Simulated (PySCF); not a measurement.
Compound: C7H10F (doublet state).
Cartesian coordinates in Å at the GFN2-xTB level; atoms count from 1:
```xyz
18
C7H10F angstrom
C      3.2361   -0.7205   -0.9298
C      2.1288   -0.8127   -0.4836
C      0.7785   -0.8715    0.0251
C     -0.0753    0.3321   -0.4874
C     -1.4976    0.1617   -0.1249
C     -2.4336   -0.6279   -0.9503
C      0.4985    1.6308    0.0856
F      0.3930    1.6498    1.4558
H      4.2141   -0.6677   -1.3049
H      0.3093   -1.8038   -0.2974
H      0.7943   -0.8483    1.1172
H      0.0365    0.3744   -1.5779
H     -1.8192    0.4911    0.8481
H     -2.7545   -1.5386   -0.4321
H     -1.9814   -0.9111   -1.8986
H     -3.3457   -0.0595   -1.1541
H     -0.0540    2.5013   -0.2819
H      1.5634    1.7268   -0.1501
```

The hyperfine couplings belong to this conformer and change with its torsions.

The species is `C#CC[C@@H]([CH]C)CF` [radical].

The calculation used UKS B3LYP, pcH-1 on C F H, non-relativistic, mean-field spin-orbit, GIAO (PySCF 2.14.0). Geometry: GFN2-xTB, one conformer, isolated molecule. The geometry wasn't refined by DFT: couplings that depend on bond lengths, twists or pyramidal angles can differ widely from those at the functional's own minimum. No stability test was run, so a lower SCF solution isn't excluded.

The Mulliken spin populations are largest on C5 (+1.03), C6 (-0.09) and C4 (-0.08). C5 is the only atom above +0.15. The positive populations add up to 1.21 and the negative ones to -0.21, together 2S = 1. The angles at C5 add up to 359.3°, so it is planar; its axial dipolar tensor and the negative coupling of its proton fit spin in a p orbital normal to that plane.

Task: McConnell's relation a(H) = Q·ρ ties the coupling of a proton on a planar π carbon to the spin population of that carbon. What Q do the computed values give?

Result: 
```json
{"H": "H13", "C": "C5", "ρ(C)": "+1.031", "a(H) (G)": "-21.93", "a/ρ (G)": "-21.3"}
```

One proton gives one ratio, Q = -21.3 G, and no test of linearity. In McConnell's picture π spin on carbon polarises the C–H bond and leaves opposite spin at the proton, which makes Q negative, as found here.

Task: List the C–H protons on four-coordinate carbons next to a three-coordinate spin centre, with their couplings and θ (C–H bond against the normal to the plane of the centre's neighbours, projected along the bond that joins the two).

Result: 
| β H | on | centre | θ (°) | cos²θ | a (G) |
| --- | --- | --- | --- | --- | --- |
| H12 | C4 | C5 | 60 | 0.24 | +10.43 |
| H14 | C6 | C5 | 27 | 0.80 | +44.29 |
| H15 | C6 | C5 | 86 | 0.01 | +1.14 |
| H16 | C6 | C5 | 35 | 0.67 | +37.43 |

Fitting the Heller–McConnell form a = ρ(B0 + B2 cos²θ), with Mulliken ρ = 1.03, gives B0 = -0.8 G and B2 = 54.8 G, with a largest miss of 2.5 G. By this fit the coupling would be 55.6 G at θ = 0° and -0.8 G at 90°.

Task: What would the freely rotating methyl group on C6 show?

Result: Three equal couplings, a 1:3:3:1 quartet. The mean of the three values of this geometry estimates the splitting: 27.6 G, or 77.4 MHz (three bonds 120° apart have a mean cos²θ of 1/2 at any torsion).

Couplings in gauss use g_iso = 2.0026.
